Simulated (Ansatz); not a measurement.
`[OH][Ge]([OH])([SiH3])[Cl]` + H₂O → `[OH][Ge]([OH])([OH])[SiH3]` + HCl  (formal hydrolysis of a Ge–Cl bond)

Gas-phase electronic energies from Ansatz, PBE0-D4/def2-TZVP geometries. CBS: MP2 limit from def2 TZ/QZ plus the TZ coupled-cluster correction, frozen cores. This one scheme is used for every species. Functionals use def2-TZVPP. B3LYP here is the variant with VWN-RPA as its local correlation; programs differ in this. For Ge outer-core shells are correlated without core-valence functions, which leaves a few kJ/mol of doubt a bond. Scalar relativity is left out up to krypton. Each species was taken in one conformer, which may not be the lowest.

`[OH][Ge]([OH])([SiH3])[Cl]`:

Cartesian coordinates in Å:
```
O -0.060 1.475 1.434
Ge 0.273 -0.015 0.556
O -0.473 -1.326 1.486
Si -0.465 0.224 -1.693
Cl 2.402 -0.445 0.614
H 0.007 1.360 2.387
H 0.128 -2.065 1.612
H 0.248 1.375 -2.295
H -1.931 0.449 -1.693
H -0.129 -1.031 -2.408
```

H₂O:

Cartesian coordinates in Å:
```
O -0.156 0.021 -0.356
H -0.303 -0.657 0.308
H 0.459 0.636 0.048
```

`[OH][Ge]([OH])([OH])[SiH3]`:

```xyz
11

O    -0.903    1.209    1.309
Ge   -0.435   -0.057    0.154
O    -0.648   -1.615    0.982
O    -1.619   -0.010   -1.171
Si    1.791    0.236   -0.633
H    -1.220    0.822    2.130
H    -1.377   -2.110    0.596
H    -2.303    0.643   -0.995
H     2.728    0.038    0.500
H     1.928    1.610   -1.176
H     2.057   -0.764   -1.697
```

HCl:

Cartesian coordinates in Å:
```
Cl 0.331 0.348 -0.422
H -0.331 -0.348 0.422
```

| level | ΔE (kcal/mol) | difference from CCSD(T)/CBS |
| --- | --- | --- |
| PBE-D4 | 11.0 | 0.9 |
| r2SCAN-D4 | 10.4 | 0.3 |
| PBE0-D4 | 11.3 | 1.2 |
| B3LYP-D4 | 10.5 | 0.4 |
| ωB97X-V | 9.5 | -0.6 |
| ωB97M-V | 10.1 | 0.0 |
| B2PLYP | 9.5 | -0.6 |
| PBE | 10.5 | 0.4 |
| r2SCAN | 10.3 | 0.2 |
| PBE0 | 10.9 | 0.8 |
| B3LYP | 9.7 | -0.4 |
| HF/def2-TZVPP | 9.7 | -0.4 |
| MP2/def2-TZVPP | 9.9 | -0.2 |
| SCS-MP2/def2-TZVPP | 9.1 | -1.0 |
| CCSD/def2-TZVPP | 8.8 | -1.3 |
| CCSD(T)/def2-TZVPP | 9.0 | -1.1 |
| HF/def2-QZVPP | 9.7 | -0.4 |
| MP2/def2-QZVPP | 10.5 | 0.4 |
| SCS-MP2/def2-QZVPP | 9.8 | -0.3 |
| HF/CBS(def2) | 9.7 | -0.4 |
| MP2/CBS(def2) | 11.0 | 0.9 |
| CCSD/CBS(def2) | 10.0 | -0.1 |
| CCSD(T)/CBS | 10.1 | 0 |

Largest T1 diagnostic among the species: 0.013.

The D4 term adds +0.8 kcal/mol with B3LYP and +0.4 kcal/mol with PBE0; it sums over pairs of atoms, weighted by their polarisabilities, and B3LYP, whose exchange is more repulsive, gets the larger term.
